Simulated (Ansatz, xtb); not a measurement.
# CH6AlFOSn: where a starting geometry ends

The starting geometry of this gas-phase singlet was built from a drawn formula by distance geometry and a force field; its bonds are those of `O[CH2][Al]([F])[SnH3]`.

| atom | x (Å) | y (Å) | z (Å) |
| --- | --- | --- | --- |
| C | 1.8842 | -1.9543 | 0.2607 |
| Al | 0.3611 | -1.3050 | 1.4119 |
| F | 0.2477 | -1.8141 | 3.1314 |
| O | 1.3633 | -2.7271 | -0.8106 |
| Sn | -1.5093 | 0.2355 | 0.3573 |
| H | 2.1256 | -3.0129 | -1.3329 |
| H | 2.5257 | -2.5833 | 0.8556 |
| H | 2.4224 | -1.0834 | -0.1236 |
| H | -1.5455 | 1.7165 | 1.2198 |
| H | -3.0720 | -0.5796 | 0.4760 |
| H | -1.1347 | 0.4763 | -1.3546 |

Task: Predict what it relaxes into with r2SCAN-D4/def2-SVP.

Result: A new bond forms, giving a structure given below by its coordinates. Contacts that close: Al2–O4 (2.82 → 1.95 Å).

The energy falls by 0.68 eV over 40 steps:

```json
{"step": "1", "E − E(last) (eV)": "0.681"}
{"step": "5", "E − E(last) (eV)": "0.311"}
{"step": "10", "E − E(last) (eV)": "0.293"}
{"step": "14", "E − E(last) (eV)": "0.134"}
{"step": "18", "E − E(last) (eV)": "0.013"}
{"step": "23", "E − E(last) (eV)": "0.002"}
{"step": "27", "E − E(last) (eV)": "0.001"}
{"step": "31", "E − E(last) (eV)": "0.001"}
{"step": "36", "E − E(last) (eV)": "0.000"}
{"step": "40", "E − E(last) (eV)": "0.000"}
```

Final geometry (Å):

```yaml
atoms:
  - { symbol: C, position_ang: [2.1778, -1.7041, 0.4669] }
  - { symbol: Al, position_ang: [0.4295, -1.5102, 1.3039] }
  - { symbol: F, position_ang: [0.0870, -2.3490, 2.7112] }
  - { symbol: O, position_ang: [1.1549, -2.7186, -0.0461] }
  - { symbol: Sn, position_ang: [-1.3612, 0.1103, 0.2656] }
  - { symbol: H, position_ang: [1.0603, -2.7098, -1.0094] }
  - { symbol: H, position_ang: [3.0278, -2.2723, 0.8671] }
  - { symbol: H, position_ang: [2.4928, -1.0515, -0.3597] }
  - { symbol: H, position_ang: [-1.4582, 1.6459, 1.0271] }
  - { symbol: H, position_ang: [-2.9611, -0.5142, 0.2485] }
  - { symbol: H, position_ang: [-0.9811, 0.4423, -1.3842] }
```

From the same start GFN2-xTB reaches the same bonding as this run.

The end wasn't checked by frequencies. Atoms past krypton carry core potentials, without spin–orbit terms. Run with Ansatz 0.2.0, 2.4 min on 2 threads of AMD EPYC 7R43 64-Core Processor (Zen 3) (shared host).
